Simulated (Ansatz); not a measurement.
Cost and result for the atomization energy of CH$_{3}$AuF$_{3}$PS (10 atoms, 8 bonds).

Z-matrix (Å, degrees):
```
C
S 1 1.808
H 1 1.088 2 111.9
H 1 1.088 2 111.7 3 124.8
H 1 1.093 2 105.0 3 -117.6
Au 2 2.240 1 104.2 3 -62.2
F 3 2.693 1 111.9 2 -51.9
P 7 1.578 3 119.1 1 50.6
F 8 1.575 7 97.5 3 68.1
F 8 1.582 7 96.2 3 165.4
```

Total charge 0; spin multiplicity 1. Correlated methods include outer-core shells of Au, which these sets cover unevenly. Au takes the def2 core potential. The bonds changed during the relaxation, so this is another structure than the one it started from. All single points use the PBE0-D4/def2-TZVP geometry. It is one conformer, not always the lowest. Program: Ansatz. All runs use 2 threads of an AMD EPYC 7R13 on a shared host and a share of an NVIDIA H100 80 GB. Times are those of one run each, without the atoms' runs, and a repeat can differ threefold. Electronic energies, without spin–orbit coupling; frozen cores. CCSD(T)/CBS adds CCSD(T) − MP2 in def2-TZVPP to the MP2 limit, and its time is that of the two runs behind it. T1 = 0.021. With those shells the extrapolation isn't a true limit. B3LYP takes the VWN-RPA correlation (the form of Gaussian; ORCA's B3LYP/G). HSE06 is the plane-wave form, built on full-range PBE exchange.

CCSD(T)/CBS is a level of theory with its own doubt, some kJ/mol a heavy atom from the limit and from the frozen cores, so smaller differences don't rank the functionals.

| level | functions | wall time | atomization (kcal/mol) | difference from CCSD(T)/CBS | per bond |
| --- | --- | --- | --- | --- | --- |
| PBE0-D4/def2-TZVPP | 306 | 5.5 s | 801.1 | -8.9 | -1.1 |
| PBE-D4/def2-TZVPP (with forces) | 306 | 8 s | 832.4 | 22.4 | 2.8 |
| revPBE-D4/def2-TZVPP | 306 | 10 s | 804.3 | -5.7 | -0.7 |
| B3LYP-D4/def2-TZVPP (with forces) | 306 | 11 s | 801.4 | -8.6 | -1.1 |
| BLYP-D4/def2-TZVPP | 306 | 12 s | 812.3 | 2.3 | 0.3 |
| PBE-QIDH/def2-TZVPP | 306 | 14 s | 791.2 | -18.8 | -2.4 |
| CCSD(T)/def2-SVP | 139 | 15 s | 723.0 | -87.0 | -10.9 |
| BHLYP-D4/def2-TZVPP | 306 | 16 s | 762.2 | -47.8 | -6.0 |
| ωB97M-V/def2-TZVPP (with forces) | 306 | 17 s | 810.8 | 0.8 | 0.1 |
| MP2/def2-QZVPP | 546 | 18 s | 824.9 | 14.9 | 1.9 |
| HSE06-D4/def2-TZVPP | 306 | 22 s | 802.1 | -7.9 | -1.0 |
| CCSD(T)/def2-TZVPP | 306 | 29 s | 777.2 | -32.8 | -4.1 |
| CCSD(T)/CBS(def2) | – | 47 s | 810.0 | 0.0 | 0.0 |

The D4 term adds +11.4 kcal/mol with B3LYP and +6.1 kcal/mol with PBE0; it sums over pairs of atoms, weighted by their polarisabilities, and B3LYP, whose exchange is more repulsive, gets the larger term. At CCSD(T), def2-SVP lies −87.0 kcal/mol from the extrapolated value and def2-TZVPP −32.8 kcal/mol: correlation converges slowly with the basis, and small sets miss more of it in the bonded molecule than in its fragments. From r2SCAN to r2SCAN0 (25 % exact exchange), in def2-TZVPP and without D4, the atomization energy moves by −26.6 kcal/mol: exact exchange takes away binding that semilocal exchange gives to molecules.
